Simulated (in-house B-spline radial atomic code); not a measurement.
Orbital energies and mean radii along the 11-electron series, configuration [Ne] 3s1. The effective charge is n√(-2ε), a non-relativistic measure. Computed with a B-spline radial code for spherical atoms: non-relativistic Hartree-Fock, average of the configuration, point nuclei.

This level leaves out relativity, spin-orbit splitting included, which matters for heavy ions.

```json
{"ion": "Eu52+", "Z": "63", "energy of 3s (Eh)": "-168.72", "mean radius of 3s (bohr)": "0.23659", "energy of 2s (Eh)": "-404.77", "mean radius of 2s (bohr)": "0.10055", "energy of 2p (Eh)": "-392.66", "mean radius of 2p (bohr)": "0.085325", "effective charge of 3s": "55.108"}
{"ion": "Gd53+", "Z": "64", "energy of 3s (Eh)": "?", "mean radius of 3s (bohr)": "?", "energy of 2s (Eh)": "?", "mean radius of 2s (bohr)": "?", "energy of 2p (Eh)": "?", "mean radius of 2p (bohr)": "?", "effective charge of 3s": "?"}
{"ion": "Tb54+", "Z": "65", "energy of 3s (Eh)": "-181.21", "mean radius of 3s (bohr)": "0.22856", "energy of 2s (Eh)": "-433.74", "mean radius of 2s (bohr)": "0.097291", "energy of 2p (Eh)": "-421.21", "mean radius of 2p (bohr)": "0.082507", "effective charge of 3s": "57.112"}
{"ion": "Dy55+", "Z": "66", "energy of 3s (Eh)": "-187.62", "mean radius of 3s (bohr)": "0.22475", "energy of 2s (Eh)": "-448.6", "mean radius of 2s (bohr)": "0.095739", "energy of 2p (Eh)": "-435.87", "mean radius of 2p (bohr)": "0.081167", "effective charge of 3s": "58.114"}
{"ion": "Ho56+", "Z": "67", "energy of 3s (Eh)": "-194.15", "mean radius of 3s (bohr)": "0.22106", "energy of 2s (Eh)": "-463.71", "mean radius of 2s (bohr)": "0.094235", "energy of 2p (Eh)": "-450.77", "mean radius of 2p (bohr)": "0.07987", "effective charge of 3s": "59.115"}
{"ion": "Er57+", "Z": "68", "energy of 3s (Eh)": "?", "mean radius of 3s (bohr)": "?", "energy of 2s (Eh)": "?", "mean radius of 2s (bohr)": "?", "energy of 2p (Eh)": "?", "mean radius of 2p (bohr)": "?", "effective charge of 3s": "?"}
{"ion": "Tm58+", "Z": "69", "energy of 3s (Eh)": "-207.53", "mean radius of 3s (bohr)": "0.21404", "energy of 2s (Eh)": "-494.69", "mean radius of 2s (bohr)": "0.091365", "energy of 2p (Eh)": "-481.32", "mean radius of 2p (bohr)": "0.077395", "effective charge of 3s": "61.118"}
```

Q: Fill in the row of Gd53+.

A: energy of 3s (Eh): -174.91; mean radius of 3s (bohr): 0.23251; energy of 2s (Eh): -419.13; mean radius of 2s (bohr): 0.098895; energy of 2p (Eh): -406.81; mean radius of 2p (bohr): 0.083893; effective charge of 3s: 56.11.

Q: Fill in the row of Er57+.

A: energy of 3s (Eh): -200.78; mean radius of 3s (bohr): 0.2175; energy of 2s (Eh): -479.07; mean radius of 2s (bohr): 0.092778; energy of 2p (Eh): -465.92; mean radius of 2p (bohr): 0.078613; effective charge of 3s: 60.117.

Q: How does the screening of 3s change?

A: Z less the effective charge goes from 7.89 at Z = 63 to 7.88 at Z = 69.
